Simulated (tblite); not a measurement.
Species: C₇H₁₁NSi₂.
SMILES with atom numbers: `[CH:1]#[C:2][C:3]#[C:4][Si@H:5]([SiH2:6][NH2:7])[CH:8]1[CH2:9][CH2:10]1` (hydrogens: H11 on C1; H12 on Si5; H13, H14 on Si6; H15, H16 on N7; H17 on C8; H18, H19 on C9; H20, H21 on C10)

Structure optimised with GFN2-xTB, isolated species.

Q: Give the optimised bond lengths and angles.

A: 
| bond | length (Å) | order |
| --- | --- | --- |
| C1≡C2 | 1.206 | triple |
| C2–C3 | 1.358 | single |
| C3≡C4 | 1.215 | triple |
| C4–Si5 | 1.853 | single |
| Si5–Si6 | 2.310 | single |
| Si6–N7 | 1.724 | single |
| Si5–C8 | 1.889 | single |
| C8–C9 | 1.502 | single |
| C9–C10 | 1.493 | single |
| C8–C10 | 1.501 | single |
| C1–H11 | 1.048 | single |
| Si5–H12 | 1.478 | single |
| Si6–H13 | 1.478 | single |
| Si6–H14 | 1.467 | single |
| N7–H15, N7–H16 | 1.007 | single |
| C8–H17 | 1.085 | single |
| C9–H18 | 1.081 | single |
| C9–H19 | 1.080 | single |
| C10–H20 | 1.080 | single |
| C10–H21 | 1.081 | single |

Bonds in one row agree within 0.01 Å and their mean is given. Orders are formal, as drawn. A selection of angles:
| angle | degrees |
| --- | --- |
| C1–C2–C3 | 179.9 |
| C2–C3–C4 | 179.2 |
| C3–C4–Si5 | 176.1 |
| C4–Si5–Si6 | 110.2 |
| C4–Si5–C8 | 105.8 |
| Si6–Si5–C8 | 112.4 |
| Si5–Si6–N7 | 104.1 |
| Si5–C8–C9 | 120.2 |
| Si5–C8–C10 | 120.4 |
| C9–C8–C10 | 59.6 |
| C8–C9–C10 | 60.2 |
| C8–C10–C9 | 60.2 |
| H15–N7–Si6 | 119.3 |
| H16–N7–Si6 | 119.1 |

Torsions: C4–Si5–Si6–N7 50° (synclinal); C4–Si5–C8–C9 31° (synclinal); Si5–C8–C9–C10 -110° (anticlinal); Si5–C8–C10–C9 109° (anticlinal).

Si5 (SiH silicon) is distorted tetrahedral (angles from 104.1° to 116.4°). The 2 C–Si bonds span 1.853 Å (C4–Si5, drawn single) to 1.889 Å (Si5–C8, drawn single), a spread of 0.036 Å. Si6 (SiH2 silicon) is distorted tetrahedral (angles from 103.6° to 114.7°). N7 (silicon-bound nitrogen) is pyramidal (angles 119.3°, 119.1° and 109.5°, sum 347.9°, 0.24 Å off the plane of its three neighbours). The 3-membered ring C8–C9–C10 has internal angles of 59.6° to 60.2°. The C–C distances run from 1.206 Å (C1≡C2, drawn triple) to 1.502 Å (C8–C9, drawn single), a spread of 0.296 Å. Of the pairs four or more bonds apart, C4···H19 is among the closest relative to their van der Waals radii: 2.82 Å, 97 % of the sum of Bondi's values.

Point group: C1 (no symmetry element, even within 0.4 Å). Its GFN2-xTB frequencies are all real (lowest 18 cm⁻¹). The numbers are those of one conformer (C4–Si5–Si6–N7 50°, Si5–Si6–N7–H 173° and -48°, C4–Si5–C8–C9 31°). 3 starts were optimised and ended at 0.00, 0.53 and 0.68 kcal/mol (GFN2-xTB); the lowest of these is shown.

Hardware: Arm Neoverse N1, one thread, no GPU, shared host with 64 logical CPUs at a one-minute load of 60. Cost: 1.8 s. This is the geometry optimisation.

These are computed values.
